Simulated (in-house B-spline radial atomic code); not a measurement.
How numerical settings move a run on Eu⁺, [Xe] 4f7 6s1. Computed with a B-spline radial code for spherical atoms: scalar-relativistic (X2C) LDA PW92, spherical fractional occupations, Fermi nucleus of rms radius 5.1115 fm.

Command:
```bash
python run_scf.py task.json out
```
Settings of the sound reference run:
```
Z                63
electrons        62
configuration    [Xe] 4f7 6s1
hamiltonian      x2c
method           lda,pw
spin_polarised   False
nucleus          fermi
rms_radius       5.1115
mass_number      153
atomic_mass      152.9212
speed_of_light   137.036
knot_spacing     0.22
spline_order     8
gauss_points     12
box_radius       35.29
max_iterations   70
damping          0.5
damped_steps     3
diis_vectors     10
tolerance        1e-08
start            Thomas-Fermi
```

Run time, properties included: 0.39 s on 1 thread of Arm Neoverse N1 (shared host).

It converges in 11 iterations to -10834.999933 hartree, with 6s at -8.77435 eV. The other runs change the listed settings, some to values that make no sense; their results aren't properties of the atom or ion. Radii are in bohr (the nuclear one in fm), a minus after a letter asks for a j subshell, and «unchanged» means within 1e-8 hartree. The run stops when the residual is below 10 × tolerance × max(1, Z/10), or a noise floor if that is larger, and the energy moves by less than 1e-8 × √|E| hartree; so very loose and very tight tolerances often act alike.

```tsv
changed settings	outcome
first_knot = 0.00159	converged in 11 iterations, energy -2.62e-01 hartree from the reference, 6s level -2.7e-04 eV
damping = 0.2	converged in 14 iterations, energy unchanged, 6s level -9.8e-07 eV
first_knot = 1.59e-06	converged in 11 iterations, energy -1.38e-06 hartree from the reference, 6s level -1.3e-06 eV
box_radius = 141.16, max_iterations = 60, damped_steps = 8, diis_vectors = 2, start = bare nucleus	converged in 19 iterations, energy -9.30e-08 hartree from the reference, 6s level +3.1e-06 eV
damping = 0	converged in 14 iterations, energy unchanged, 6s level +1.8e-06 eV
electrons = 64, configuration = [Xe] 4f7 6s3, max_iterations = 100	stopped with error: shell 6s holds at most 2 electrons
first_knot = 0.000159	converged in 11 iterations, energy +1.04e-05 hartree from the reference
damped_steps = 30	converged in 30 iterations, energy unchanged, 6s level -6.6e-06 eV
hamiltonian = dirac, method = hf, speed_of_light = 56.7192	converged in 13 iterations to -12479.1349 hartree, a different physical problem
damping = 0.8	converged in 12 iterations, energy unchanged, 6s level -2.1e-06 eV
first_knot = 0.0159, max_iterations = 100, diis_vectors = 4	converged in 11 iterations, energy +9.71e-01 hartree from the reference, 6s level +9.5e-04 eV
knot_spacing = 0.55, gauss_points = 4, max_iterations = 100	converged in 11 iterations, energy +7.41e-01 hartree from the reference, 6s level +9.4e-03 eV
damped_steps = 1	converged in 12 iterations, energy unchanged, 6s level -4.6e-06 eV
first_knot = 0.00476	converged in 11 iterations, energy -5.61e-01 hartree from the reference, 6s level -5.8e-04 eV
```

Q: What happens with damped_steps = 0?

A: Converged in 10 iterations, energy unchanged, 6s level +3.4e-06 eV.

Q: What happens with first_knot = 0.0476?

A: Converged in 11 iterations, energy +1.28e+01 hartree from the reference, 6s level +1.2e-02 eV.

Q: What happens with spline_order = 7, box_radius = 5.29, max_iterations = 75?

A: Converged in 10 iterations, energy +9.17e-02 hartree from the reference, 6s level +3.1e+00 eV (the program warns: 6s reaches the box edge; 5s reaches the box edge).

Q: What happens with first_knot = 1.59e-05?

A: Converged in 11 iterations, energy +7.90e-07 hartree from the reference, 6s level -7.1e-07 eV.
